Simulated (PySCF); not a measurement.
# Stretching CdTe

Set-up: Cd def2-TZVPPD with ECP28, Te def2-TZVPPD with ECP28; scalar-relativistic core potentials (PySCF 2.14). Energies in eV from Cd + Te in their ground configurations at the same level. State: ³Π (triplet), unpaired electrons σ ↑, π ↑.

All columns are BLYP. A positive dipole means Cd(−)Te(+).

```json
{"R (Å)": "2.412", "E (eV)": "0.284", "μ (D)": "-0.56", "Mulliken charge on Cd (basis-dependent)": "0.08", "HOMO (eV)": "-4.36", "LUMO (eV)": "-5.32", "Mayer bond order": "1.25", "⟨S²⟩": "2.00"}
{"R (Å)": "2.525", "E (eV)": "-0.083", "μ (D)": "-0.83", "Mulliken charge on Cd (basis-dependent)": "0.10", "HOMO (eV)": "-4.49", "LUMO (eV)": "-5.20", "Mayer bond order": "1.15", "⟨S²⟩": "2.00"}
{"R (Å)": "2.637", "E (eV)": "-0.296", "μ (D)": "-1.09", "Mulliken charge on Cd (basis-dependent)": "0.12", "HOMO (eV)": "-4.61", "LUMO (eV)": "-5.10", "Mayer bond order": "1.05", "⟨S²⟩": "2.00"}
{"R (Å)": "2.721", "E (eV)": "-0.386", "μ (D)": "-1.27", "Mulliken charge on Cd (basis-dependent)": "0.13", "HOMO (eV)": "-4.70", "LUMO (eV)": "-5.03", "Mayer bond order": "0.98", "⟨S²⟩": "2.00"}
{"R (Å)": "2.805", "E (eV)": "-0.434", "μ (D)": "-1.43", "Mulliken charge on Cd (basis-dependent)": "0.15", "HOMO (eV)": "-4.78", "LUMO (eV)": "-4.97", "Mayer bond order": "0.92", "⟨S²⟩": "2.00"}
{"R (Å)": "2.889", "E (eV)": "-0.452", "μ (D)": "-1.57", "Mulliken charge on Cd (basis-dependent)": "0.16", "HOMO (eV)": "-4.87", "LUMO (eV)": "-4.92", "Mayer bond order": "0.86", "⟨S²⟩": "2.00"}
{"R (Å)": "3.001", "E (eV)": "-0.446", "μ (D)": "-1.73", "Mulliken charge on Cd (basis-dependent)": "0.16", "HOMO (eV)": "-4.89", "LUMO (eV)": "-4.86", "Mayer bond order": "0.78", "⟨S²⟩": "2.00"}
{"R (Å)": "3.142", "E (eV)": "-0.409", "μ (D)": "-1.86", "Mulliken charge on Cd (basis-dependent)": "0.17", "HOMO (eV)": "-4.84", "LUMO (eV)": "-4.81", "Mayer bond order": "0.69", "⟨S²⟩": "2.00"}
{"R (Å)": "3.310", "E (eV)": "-0.346", "μ (D)": "-1.94", "Mulliken charge on Cd (basis-dependent)": "0.17", "HOMO (eV)": "-4.81", "LUMO (eV)": "-4.78", "Mayer bond order": "0.59", "⟨S²⟩": "2.00"}
{"R (Å)": "3.534", "E (eV)": "-0.260", "μ (D)": "-1.92", "Mulliken charge on Cd (basis-dependent)": "0.15", "HOMO (eV)": "-4.80", "LUMO (eV)": "-4.77", "Mayer bond order": "0.46", "⟨S²⟩": "2.00"}
```

A fit through these points gives, at Re = 2.919 Å, μ = -1.62 D and dμ/dR = -1.47 D/Å; the reduced mass is 60.69 u.

How strong is the fundamental in the double-harmonic approximation, I = 42.26·(dμ/dR)²/μred km/mol?

I = 42.26·(-1.47)²/60.69 = 1.50 km/mol at BLYP.

Spin–orbit coupling is left out, which matters for elements this heavy, above all for dissociation energies. The state was picked by a PBE0 search and need not be the measured ground state.

At some distances an empty level lies below a filled one, because the occupation is held.
